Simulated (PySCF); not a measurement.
The dipole of `C=[P@](C)(CC)CCC` from its density and from atomic charges.

Coordinates (GFN2-xTB, Å) and charges (e) from the PBE0/pcSseg-1 density (PySCF):

| atom | x | y | z | Mulliken | IAO | Hirshfeld | ESP-fitted |
| --- | --- | --- | --- | --- | --- | --- | --- |
| C1 | -0.325 | 0.919 | 2.058 | -0.5268 | -0.9238 | -0.3358 | -1.0558 |
| P2 | -0.451 | 0.424 | 0.430 | +0.3292 | +1.1526 | +0.3730 | +0.6843 |
| C3 | -0.501 | 1.920 | -0.615 | -0.4097 | -0.6398 | -0.1546 | -0.8084 |
| C4 | -2.125 | -0.302 | 0.198 | -0.4024 | -0.4579 | -0.1037 | -0.0055 |
| C5 | -2.291 | -1.662 | 0.862 | -0.2716 | -0.4141 | -0.1137 | -0.3405 |
| C6 | 0.552 | -0.769 | -0.669 | -0.4063 | -0.4937 | -0.1153 | -0.4694 |
| C7 | 1.911 | -0.236 | -1.103 | -0.2534 | -0.2425 | -0.0681 | +0.2286 |
| C8 | 2.808 | 0.059 | 0.090 | -0.2796 | -0.4156 | -0.1208 | -0.3277 |
| H9 | -0.384 | 0.069 | 2.737 | +0.1048 | +0.1329 | +0.0068 | +0.2453 |
| H10 | 0.590 | 1.483 | 2.235 | +0.1068 | +0.1323 | +0.0088 | +0.2831 |
| H11 | 0.438 | 2.462 | -0.515 | +0.1526 | +0.1602 | +0.0516 | +0.2784 |
| H12 | -1.306 | 2.550 | -0.242 | +0.1649 | +0.1736 | +0.0530 | +0.2144 |
| H13 | -0.670 | 1.668 | -1.661 | +0.1353 | +0.1509 | +0.0467 | +0.2111 |
| H14 | -2.811 | 0.420 | 0.652 | +0.1606 | +0.1601 | +0.0443 | +0.0590 |
| H15 | -2.345 | -0.367 | -0.871 | +0.1349 | +0.1378 | +0.0398 | +0.0424 |
| H16 | -1.622 | -2.397 | 0.419 | +0.1165 | +0.1360 | +0.0381 | +0.0731 |
| H17 | -2.070 | -1.590 | 1.924 | +0.1315 | +0.1477 | +0.0444 | +0.1135 |
| H18 | -3.313 | -2.018 | 0.747 | +0.1258 | +0.1470 | +0.0452 | +0.1017 |
| H19 | 0.692 | -1.679 | -0.077 | +0.1501 | +0.1397 | +0.0364 | +0.1440 |
| H20 | -0.048 | -1.025 | -1.546 | +0.1413 | +0.1397 | +0.0382 | +0.1250 |
| H21 | 2.394 | -0.978 | -1.747 | +0.1238 | +0.1351 | +0.0386 | -0.0081 |
| H22 | 1.780 | 0.674 | -1.694 | +0.1194 | +0.1271 | +0.0341 | -0.0222 |
| H23 | 2.341 | 0.804 | 0.731 | +0.1248 | +0.1354 | +0.0324 | +0.0638 |
| H24 | 3.775 | 0.436 | -0.236 | +0.1159 | +0.1406 | +0.0410 | +0.0855 |
| H25 | 2.969 | -0.843 | 0.678 | +0.1116 | +0.1386 | +0.0399 | +0.0843 |

Problem. Form Σ q r in debye for every column and set it beside the full dipole.

Solution. The full density gives (0.30, -1.31, -2.97) D, 3.26 D in size; dipole vectors point from the negative to the positive end.

```csv
scheme,μx,μy,μz,size (D),share of the full size (%),angle to the full dipole (°)
Mulliken,0.08,-0.58,-2.03,2.11,65,8
IAO,0.01,-1.28,-3.35,3.59,110,6
Hirshfeld,-0.50,-0.62,-2.44,2.57,79,19
ESP-fitted,0.31,-1.28,-3.02,3.29,101,1
```

Problem. Which set comes closest?

Solution. Length of the difference vector: ESP-fitted 0.05 D, IAO 0.48 D, Hirshfeld 1.18 D, Mulliken 1.21 D. Closest: ESP-fitted. ESP charges are fitted to the potential around the molecule, whose slowest-falling term is the dipole's. 

Problem. What is left for the Hirshfeld atoms' own dipoles?

Solution. The shares of the density sum to the whole, so what Σ q r misses lies in dipoles about the nuclei. The atomic dipoles sum to (0.30, -1.31, -2.97) − (-0.50, -0.62, -2.44) = (0.80, -0.69, -0.53) D, 1.18 D in size.

Problem. With the origin at the mean of the coordinates, (0.000, 0.001, 0.112) Å, which are the largest single terms, by size, of the ESP-fitted dipole along the direction of the full one?

Solution. C1 +11.02, H10 -3.37, H9 -2.89, C6 -2.41, P2 -1.65 D; all 25 atoms together +3.29 D. The single terms depend on the origin, their sum doesn't.

Problem. Give the size of the full dipole in other units.

Solution. 3.26 D = 1.283 au = 0.679 e·Å = 10.88 × 10⁻³⁰ C·m.

One conformer (not necessarily the lowest) at the GFN2-xTB geometry, without solvent, vibrations or thermal averaging.

Shape of the structure used: `[CH2:1]=[P@:2]([CH3:3])([CH2:4][CH3:5])[CH2:6][CH2:7][CH3:8]`: C1–P2–C4–C5 -72°, C1–P2–C6–C7 -74°, P2–C6–C7–C8 60°.
